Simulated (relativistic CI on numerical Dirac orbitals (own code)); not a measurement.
# Radial parameters of Lu6+

Method of calculation: Dirac-Coulomb-Breit CI, KLI orbitals optimised for each configuration, QED by a radiative potential, unscaled Slater integrals (own radial code, finite nucleus).

Slater integrals F^k, G^k are unscaled and averaged over j, outside the closed core [Kr] 4d10; ζ comes from projecting the Hamiltonian with its Breit term on Σ l·s of the shell.

- 4f¹³5s²5p⁴: ζ(4f) = 3323.6, F^2(5p,5p) = 84481, F^2(4f,5p) = 63314, G^2(4f,5p) = 29640, G^4(4f,5p) = 23716, ζ(5p) = 44438 cm⁻¹; <r>(4f) = 0.6634, <r^2>(4f) = 0.55, <r>(5p) = 1.268, <r^2>(5p) = 1.806 (bohr units).
- 4f¹²5s²5p⁵: F^2(4f,4f) = 151070, F^4(4f,4f) = 95338, F^6(4f,4f) = 68748, ζ(4f) = 3494.5, F^2(4f,5p) = 63569, G^2(4f,5p) = 28732, G^4(4f,5p) = 23222, ζ(5p) = 46015 cm⁻¹; <r>(4f) = 0.6469, <r^2>(4f) = 0.5191, <r>(5p) = 1.255, <r^2>(5p) = 1.767 (bohr units).
- 4f¹²5s5p⁶: F^2(4f,4f) = 151620, F^4(4f,4f) = 95720, F^6(4f,4f) = 69033, ζ(4f) = 3537.9, G^3(4f,5s) = 34244 cm⁻¹; <r>(4f) = 0.645, <r^2>(4f) = 0.5156, <r>(5s) = 1.107, <r^2>(5s) = 1.371 (bohr units).

Averages of the first 10 configurations, taken without configuration mixing, which lowers the lowest level and can move excited configurations by several eV; other configurations of the list can lie among them:

| Configuration | Parity | States | Average energy above the lowest level (eV) |
| --- | --- | --- | --- |
| 4f¹³5s²5p⁴ | odd | 210 | 30.3 |
| 4f¹²5s²5p⁵ | odd | 546 | 16.3 |
| 4f¹²5s5p⁶ | even | 182 | 53.4 |
| 4f¹⁴5s²5p³ | odd | 20 | 48.5 |
| 4f¹³5s5p⁵ | even | 168 | 65.3 |
| 4f¹³5s²5p³5d | even | 2800 | 71.3 |
| 4f¹¹5s²5p⁵6s | even | 4368 | 62.5 |
| 4f¹²5s²5p⁴6s | even | 2730 | 70.1 |
| 4f¹⁴5s²5p²5d | even | 150 | 88.8 |
| 4f¹⁴5s5p⁴ | even | 30 | 81.4 |
